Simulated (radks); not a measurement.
Problem. All-electron atom: Rb2+ in [Ar] 3d10 4s2 4p4 5p1 (not the ground configuration). All-electron calculation, Dirac Kohn-Sham, BLYP, spin-unpolarised, spherical densities, finite nucleus; open shells fill j = l - 1/2 first; Fermi nuclear charge, rms radius 4.2036 fm. Program: a radial shooting solver on a logarithmic mesh with Libxc functionals.

Spin-orbit splittings of the eigenvalues, e(l+1/2) - e(l-1/2), with zeta = 2 splitting/(2l+1) and mean radii in bohr:

shell  occ.  splitting (eV)  zeta (eV)  <r> j=l-1/2  <r> j=l+1/2
2p        6               ?          ?       0.1522       0.1563
3p        6           9.153      6.102       0.5114       0.5219
3d       10           1.557     0.6227       0.5220       0.5257
4p        4           1.069     0.7127        1.568        1.597
5p        1          0.1796     0.1197        4.042        4.095

Estimate the 2p splitting.

Solution. 60.84 eV (zeta = 40.56 eV).
